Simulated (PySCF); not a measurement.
Compound: C5H8BN.
Numbering: `[BH3-:1][n+:2]1[cH:3][cH:4][cH:5][cH:6][cH:7]1` (hydrogens: H8, H9, H10 on B1; H11 on C3; H12 on C4; H13 on C5; H14 on C6; H15 on C7)

Method used: PBE0-D3(BJ)/def2-SVP geometry optimisation, gas phase (PySCF 2.14.0).

Q: What internal coordinates does the optimisation give?

A: 
| bond | length (pm) |
| --- | --- |
| B1–N2 | 160.1 |
| N2–C3, N2–C7 | 134.0 |
| C3–C4, C6–C7 | 138.7 |
| C4–C5, C5–C6 | 139.3 |
| B1–H8, B1–H9, B1–H10 | 122.6 |
| C3–H11, C7–H15 | 109.1 |
| C4–H12, C6–H14 | 109.1 |
| C5–H13 | 109.2 |

Bonds in one row agree within 1 pm and their mean is given. A selection of angles:
| angle | degrees |
| --- | --- |
| N2–B1–H8 | 106.5 |
| N2–B1–H9 | 105.3 |
| H8–B1–H9 | 111.9 |
| H8–B1–H10 | 113.8 |
| B1–N2–C3 | 120.4 |
| C3–N2–C7 | 119.4 |
| N2–C3–C4 | 122.0 |
| N2–C3–H11 | 115.2 |
| C4–C3–H11 | 122.8 |
| C3–C4–C5 | 119.0 |
| C3–C4–H12 | 119.5 |
| C5–C4–H12 | 121.5 |
| C4–C5–C6 | 118.6 |
| C4–C5–H13 | 120.7 |

The 6-membered ring N2–C3–C4–C5–C6–C7 has internal angles of 118.6° to 122.0° (sum 720°, against 720° for a flat polygon); it is planar, 0.00 Å rms from its mean plane, widest ring torsion 1°. Of the pairs four or more bonds apart, H10···H11 is among the closest relative to their van der Waals radii: 2.31 Å, 96 % of the sum of Bondi's values. B1 (four-coordinate boron) is distorted tetrahedral (angles from 105.3° to 113.8°). N2 (nitrogen bonded to B and 2 C) is planar (angles 120.4°, 120.2° and 119.4°, sum 360.0°, 0.02 Å off the plane of its three neighbours). The 7 heavy atoms lie in one plane (0.016 Å rms).

Point group: near Cs, missed by 0.09 Å at most; the miss may be what the optimiser left on a soft mode. PBE0-D3(BJ)/def2-SVP frequencies: not computed here.
